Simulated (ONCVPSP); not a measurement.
**Pr (Z = 59): ONCV pseudisation with PBEsol, scalar-relativistic reference atom.**

The input file (ONCVPSP 4.0.1):

```
# ATOM AND REFERENCE CONFIGURATION
# atsym  z   nc   nv     iexc    psfile
  Pr 59.00   11    2  -116133      upf
#
#   n    l    f
    1    0    2.00
    2    0    2.00
    2    1    6.00
    3    0    2.00
    3    1    6.00
    3    2   10.00
    4    0    2.00
    4    1    6.00
    4    2   10.00
    5    0    2.00
    5    1    6.00
    4    3    3.00
    6    0    1.50
#
# PSEUDOPOTENTIAL AND OPTIMIZATION
# lmax
    3
#
#   l,   rc,      ep,       ncon, nbas, qcut
    0    3.20    0.00    3    6    1.90
    1    3.00    0.46    3    8    2.60
    2    2.60    0.08    4    8    3.90
    3    1.00    0.00    4    8   14.10
#
# LOCAL POTENTIAL
# lloc, lpopt,  rc(5),   dvloc0
    4    1    0.65    0.00
#
# VANDERBILT-KLEINMAN-BYLANDER PROJECTORs
# l, nproj, debl
    0    2    0.70
    1    2    3.80
    2    2    3.20
    3    2    3.90
#
# MODEL CORE CHARGE
# icmod, fcfact, rcfact
    0    0.00    0.00
#
# LOG DERIVATIVE ANALYSIS
# epsh1, epsh2, depsh
   -2.00    5.00    0.02
#
# OUTPUT GRID
# rlmax, drl
    6.00    0.01
#
# TEST CONFIGURATIONS
# ncnf
    4
# nvcnf
#   n    l    f
    2
    4    3    3.00
    6    0    2.00
#
    2
    4    3    3.00
    6    0    1.00
#
    2
    4    3    3.00
    6    0    0.00
#
    2
    4    3    2.00
    6    0    2.00
#
```

Command:

```bash
oncvpsp.x < Pr.dat > Pr.out
```

Output (shortened: citation, most of the input echo, consistency checks and plot data are left out):

```
ONCVPSP  (Optimized Norm-Conservinng Vanderbilt PSeudopotential)
scalar-relativistic version 4.0.1

#   n    l    f        energy (Ha)
    1    0    2.00    -1.5361789E+03
    2    0    2.00    -2.4722878E+02
    2    1    6.00    -2.2124953E+02
    3    0    2.00    -5.3407924E+01
    3    1    6.00    -4.5180951E+01
    3    2   10.00    -3.3626362E+01
    4    0    2.00    -1.0688790E+01
    4    1    6.00    -8.0008966E+00
    4    2   10.00    -4.1583490E+00
    5    0    2.00    -1.5378714E+00
    5    1    6.00    -8.9201879E-01
    4    3    3.00    -1.4848694E-01
    6    0    1.50    -2.1033811E-01

Reference configufation results
  iterations    35
  all-electron total energy (Ha)   -9.23380997D+03

Begin loop to  construct optimized pseudo wave functions
and semi-local pseudopoentials for all angular momenta

   Wellstate for l =  0  n =  7
     eigenvalue =   0.4897
     asymptotic potential =   0.9897
     half-point radius =  5.4915

Calculating optimized projector #   1

 for l=   0

    Fraction of norm inside rc  0.227708
    Optimizing pswf for qcut=   1.89 a_B^-1,  ecut=   1.79 Ha
    Residual kinetic energy error=  1.98D-04 Ha

    Energy error per electron        Cutoff
         Ha          eV             Ha
         0.01000     0.27211        0.80
         0.00100     0.02721        1.43
         0.00010     0.00272        2.06
         0.00001     0.00027        7.20

Calculating optimized projector #   2

 for l=   0

    Fraction of norm inside rc  0.291576
    Optimizing pswf for qcut=   1.89 a_B^-1,  ecut=   1.79 Ha
    Residual kinetic energy error=  1.55D-02 Ha

    Energy error per electron        Cutoff
         Ha          eV             Ha
         0.01000     0.27211        1.98
         0.00100     0.02721       10.70
         0.00010     0.00272       18.11
         0.00001     0.00027       35.93

   Wellstate for l =  1  n =  7
     eigenvalue =   0.4600
     asymptotic potential =   0.9600
     half-point radius =  6.6763

   Wellstate for l =  1  n = 10
     eigenvalue =   4.2600
     asymptotic potential =   4.7600
     half-point radius =  5.4023

Calculating optimized projector #   1

 for l=   1

    Fraction of norm inside rc  0.177253
    Optimizing pswf for qcut=   2.60 a_B^-1,  ecut=   3.37 Ha
    Residual kinetic energy error=  8.72D-04 Ha

    Energy error per electron        Cutoff
         Ha          eV             Ha
         0.01000     0.27211        1.64
         0.00100     0.02721        3.08
         0.00010     0.00272       25.72
         0.00001     0.00027       53.97

Calculating optimized projector #   2

 for l=   1

    Fraction of norm inside rc  0.130563
    Optimizing pswf for qcut=   2.60 a_B^-1,  ecut=   3.37 Ha
    Residual kinetic energy error=  2.69D-01 Ha

    Energy error per electron        Cutoff
         Ha          eV             Ha
         0.01000     0.27211       14.33
         0.00100     0.02721       31.24
         0.00010     0.00272       50.28
         0.00001     0.00027       95.24

WARNING wellstate: moderately localized bound state found for n= 5 l=  2
WARNING scattering state with energy  0.05000000
WARNING will be used for the first projector

   Wellstate for l =  2  n =  6
     eigenvalue =   0.0500
     asymptotic potential =   0.5500
     half-point radius = 12.6555

   Wellstate for l =  2  n =  8
     eigenvalue =   3.2500
     asymptotic potential =   3.7500
     half-point radius =  4.4423

Calculating optimized projector #   1

 for l=   2

    Fraction of norm inside rc  0.125114
    Optimizing pswf for qcut=   3.90 a_B^-1,  ecut=   7.60 Ha
    Residual kinetic energy error=  3.47D-05 Ha

    Energy error per electron        Cutoff
         Ha          eV             Ha
         0.01000     0.27211        3.62
         0.00100     0.02721        5.40
         0.00010     0.00272        6.95
         0.00001     0.00027       11.12

Calculating optimized projector #   2

 for l=   2

    Fraction of norm inside rc  0.178802
    Optimizing pswf for qcut=   3.90 a_B^-1,  ecut=   7.60 Ha
    Residual kinetic energy error=  2.72D-03 Ha

    Energy error per electron        Cutoff
         Ha          eV             Ha
         0.01000     0.27211        6.94
         0.00100     0.02721        8.23
         0.00010     0.00272       17.09
         0.00001     0.00027       36.69

   Wellstate for l =  3  n =  6
     eigenvalue =   3.7515
     asymptotic potential =   4.2515
     half-point radius =  2.5741

Calculating optimized projector #   1

 for l=   3

    Fraction of norm inside rc  0.513775
    Optimizing pswf for qcut=  14.09 a_B^-1,  ecut=  99.32 Ha
    Residual kinetic energy error=  8.29D-04 Ha

    Energy error per electron        Cutoff
         Ha          eV             Ha
         0.01000     0.27211       84.38
         0.00100     0.02721       97.91
         0.00010     0.00272      255.81

Calculating optimized projector #   2

 for l=   3

    Fraction of norm inside rc  0.062017
    Optimizing pswf for qcut=  14.09 a_B^-1,  ecut=  99.32 Ha
    Residual kinetic energy error=  1.26D-03 Ha

    Energy error per electron        Cutoff
         Ha          eV             Ha
         0.01000     0.27211       85.22
         0.00100     0.02721      101.46
         0.00010     0.00272      209.91
         0.00001     0.00027      324.77

Construct Vanderbilt / Kleinmman-Bylander projectors

B matrix Hermiticity error, ll=   0
   1   2    2.6983E-05

  Orthonormal projector coefficients  9.5710E+00  1.1414E+00

B matrix Hermiticity error, ll=   1
   1   2    1.0705E-04

  Orthonormal projector coefficients  1.0224E+01  1.1356E+00

B matrix Hermiticity error, ll=   2
   1   2   -7.3795E-05

  Orthonormal projector coefficients  9.2496E+00  7.5768E-01

B matrix Hermiticity error, ll=   3
   1   2   -6.4494E-04

  Orthonormal projector coefficients -1.4366E+01 -5.5427E+00

Pseudoatom total energy   -5.287812

Diagnostic tests using Vanderbilt-Kleinman-Bylander pseudopotentials
  1 or more projectors used as specified by nproj input data

   l    rcore       rmatch      e in        delta e   norm test  slope test

   0   3.2061409   3.3034862  -0.2103381  -0.0000082   0.9999575   1.0001904
   0   3.2061409   3.3034862   0.4896619   0.0000970   1.0000832   1.0000832

   1   3.0019594   3.0931054   0.4600000  -0.0003567   0.9999410   0.9999410
   1   3.0019594   3.0931054   4.2600000   0.0007033   1.0002848   1.0002848

   2   2.6004785   2.6794347   0.0500000   0.0000003   1.0000263   1.0000263
   2   2.6004785   2.6794347   3.2500000   0.0000321   1.0000487   1.0000487

   3   1.0045564   1.0350569  -0.1484869   0.0000918   1.0002057   1.0000739
   3   1.0045564   1.0350569   3.7515131   0.0000357   1.0006541   1.0006541

 Testing for bound ghosts
   n   l    E NL Schr. Eq   E Basis Diag.   E Cutoff

       0                      -23.973784     12.06  WARNING - GHOST(-)
       0                       -5.360225     12.06  WARNING - GHOST(-)
   1   0       -0.210346       -0.208526     12.06

       1                      -12.826950     33.38  WARNING - GHOST(-)
       1                       -0.109853     33.38  WARNING - GHOST(-)

   3   2       -0.168541       -0.165163     51.18

   4   3       -0.148395       -0.115207    384.47

 Testing for highly-localized positive-energy ghosts
       l    <radius>/rc     E Basis Diag.   E Cutoff

       0        0.717119        1.128708     12.06  WARNING - GHOST(+)

       2        0.324862        2.281225     51.18  WARNING - GHOST(+)

Test configuration 0

   n   l     f        eae           eps        diff
   1   0  2.0000-1536.17885247
   2   0  2.0000 -247.22877793
   2   1  6.0000 -221.24953416
   3   0  2.0000  -53.40792372
   3   1  6.0000  -45.18095143
   3   2 10.0000  -33.62636206
   4   0  2.0000  -10.68878982
   4   1  6.0000   -8.00089663
   4   2 10.0000   -4.15834902
   5   0  2.0000   -1.53787135
   5   1  6.0000   -0.89201879
   4   3  3.0000   -0.14848694   -0.14839517    9.18D-05
   6   0  1.5000   -0.21033811   -0.21034627   -8.17D-06

    Total energies and differences
      AE_ref= -9.23380997D+03  AE_tst= -9.23380997D+03  dif=  0.00D+00
      PS_ref= -5.28781178D+00  PS_tst= -5.28781178D+00  dif= -5.33D-15
      PSP excitation error=  5.33D-15

Test configuration 1

   n   l     f        eae           eps        diff
   1   0  2.0000-1536.07721342
   2   0  2.0000 -247.12758515
   2   1  6.0000 -221.14826682
   3   0  2.0000  -53.30742077
   3   1  6.0000  -45.08043258
   3   2 10.0000  -33.52577714
   4   0  2.0000  -10.58800770
   4   1  6.0000   -7.90000817
   4   2 10.0000   -4.05727209
   5   0  2.0000   -1.43506162
   5   1  6.0000   -0.78927855
   4   3  3.0000   -0.04717095   -0.04774563   -5.75D-04
   6   0  2.0000   -0.12789163   -0.12759369    2.98D-04

    Total energies and differences
      AE_ref= -9.23380997D+03  AE_tst= -9.23389474D+03  dif= -8.48D-02
      PS_ref= -5.28781178D+00  PS_tst= -5.37207687D+00  dif= -8.43D-02
      PSP excitation error= -5.05D-04

Test configuration 2

   n   l     f        eae           eps        diff
   1   0  2.0000-1536.29135909
   2   0  2.0000 -247.34064582
   2   1  6.0000 -221.36148180
   3   0  2.0000  -53.51898586
   3   1  6.0000  -45.29203027
   3   2 10.0000  -33.73751595
   4   0  2.0000  -10.80010427
   4   1  6.0000   -8.11231875
   4   2 10.0000   -4.26995663
   5   0  2.0000   -1.65102412
   5   1  6.0000   -1.00477846
   4   3  3.0000   -0.26008210   -0.25915693    9.25D-04
   6   0  1.0000   -0.29703740   -0.29690406    1.33D-04

    Total energies and differences
      AE_ref= -9.23380997D+03  AE_tst= -9.23368321D+03  dif=  1.27D-01
      PS_ref= -5.28781178D+00  PS_tst= -5.16107801D+00  dif=  1.27D-01
      PSP excitation error=  2.35D-05

Test configuration 3

   n   l     f        eae           eps        diff
   1   0  2.0000-1536.54413516
   2   0  2.0000 -247.59180379
   2   1  6.0000 -221.61281985
   3   0  2.0000  -53.76820930
   3   1  6.0000  -45.54129135
   3   2 10.0000  -33.98695917
   4   0  2.0000  -11.04978049
   4   1  6.0000   -8.36221858
   4   2 10.0000   -4.52022790
   5   0  2.0000   -1.90365040
   5   1  6.0000   -1.25515868
   4   3  3.0000   -0.50951712   -0.50144139    8.08D-03

    Total energies and differences
      AE_ref= -9.23380997D+03  AE_tst= -9.23329613D+03  dif=  5.14D-01
      PS_ref= -5.28781178D+00  PS_tst= -4.78174539D+00  dif=  5.06D-01
      PSP excitation error=  7.77D-03

Test configuration 4

psatom: WARNING lschvkbb convergence error n,l,iter=   4   3   1
ea(ii),et,emin,emax -5.344204E-01 -5.878625E-01 -5.878625E-01 -5.878625E-01
run_config: WARNING for fully non-local PS atom, stg. 2
 WARNING no output for configuration 5
```

Note: ghosts flagged at negative energy: s at -652.4 eV, s at -145.9 eV, p at -349.0 eV (a further GHOST(-) flag falls on a real empty level of the atom); GHOST(+) flagged for s at 30.7 eV, d at 62.1 eV. A true bound ghost makes a file unfit for plane-wave use.

The run took about 4.5 s on one core of a shared server CPU.
